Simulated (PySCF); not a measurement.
Continuum solvent and chemical shifts

Geometry (Å), atoms numbered from 1 in this order:
```xyz
20

C     2.636   -0.724    0.911
C     1.538   -0.149    0.041
C     1.825   -0.279   -1.443
O     0.334   -0.842    0.357
B    -0.860   -0.253    0.165
O    -1.024    1.034   -0.292
C    -2.410    1.302   -0.350
C    -3.095   -0.003    0.121
O    -2.042   -0.895    0.417
H     3.590   -0.207    0.729
H     2.379   -0.619    1.975
H     2.771   -1.795    0.696
H     1.402    0.920    0.283
H     1.013    0.173   -2.032
H     2.763    0.232   -1.707
H     1.914   -1.340   -1.722
H    -2.649    2.159    0.302
H    -2.693    1.576   -1.379
H    -3.716    0.153    1.018
H    -3.742   -0.438   -0.660
```

GIAO PBE0/pcSseg-1 in PySCF 2.14 on one PBE0-D3(BJ)/def2-SVP conformer, non-relativistic, equivalent nuclei averaged. Solvents enter as an IEF-PCM continuum (chloroform with ε = 4.7, dimethylsulfoxide with ε = 46.8) around the gas-phase geometry. Shifts are referred to TMS, BF3·OEt2 computed in the same medium.

Gas phase, δ in ppm: C2 68.0, C7/C8 67.0, C1/C3 25.2, B5 22.2, H13 4.15, H17/H18/H19/H20 4.12, H10/H11/H12/H14/H15/H16 1.15. Dipole moment 2.26 D.

(1) How does each δ change in the continuum?

(2) Which nuclei move most (in ppm), and what does the model miss?

## Answers

(1) 
```tsv
atoms	environment	Δδ, chloroform	Δδ, dimethylsulfoxide
C2	sp3 CH bonded to O	+1.2	+1.7
C7/C8	sp3 CH2 bonded to O	+0.8	+1.1
C1/C3	methyl carbon	+0.3	+0.4
B5	boron bonded to 3 O, in a 5-membered ring	+0.6	+0.8
H13	hydrogen on an sp3 CH bonded to O	+0.03	+0.04
H17/H18/H19/H20	hydrogen on an sp3 CH2 bonded to O	+0.14	+0.20
H10/H11/H12/H14/H15/H16	hydrogen on a methyl carbon	+0.03	+0.04
```

Changes are relative to the gas phase. The dipole moment becomes 2.70 D in chloroform, 2.90 D in dimethylsulfoxide.

(2) C2 (sp3 CH bonded to O, +1.7 ppm) in dimethylsulfoxide. A continuum only polarises the solute; specific hydrogen bonds, the anisotropy of aromatic solvents and changes of geometry or conformer are outside it.
